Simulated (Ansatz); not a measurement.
Basis-set extrapolation for `C=CN[SiH2]Cl` (PBE0-D4/def2-TZVP geometry, frozen core, the Gaussian-basis code of Ansatz). Multiplicity 1, RHF reference.

```json
{"": "HF", "def2-TZVPP": "-882.250441", "def2-QZVPP": "-882.278802"}
{"": "MP2 correlation", "def2-TZVPP": "-0.843035", "def2-QZVPP": "-0.908105"}
{"": "CCSD(T) correlation", "def2-TZVPP": "-0.932786", "def2-QZVPP": "not run"}
```

Energies in hartree. Use E(X) = E(∞) + A·exp(−7.88·√X) for Hartree–Fock and E(X) = E(∞) + B·X^(−2.97) for correlation, with X = 3 and 4, and add CCSD(T) minus MP2 of the smaller set to the MP2 limit.

**Question.** What is the CCSD(T) energy at the basis-set limit?

**Answer.** HF limit: -882.278802 + (-0.028361) × 0.13774 = -882.28271. MP2 limit: -0.908105 + (-0.065070) × 0.74074 = -0.95630. Higher-order term: -0.932786 − (-0.843035) = -0.08975. Total: -883.32876 hartree, 91.3 kcal/mol below CCSD(T)/def2-TZVPP.
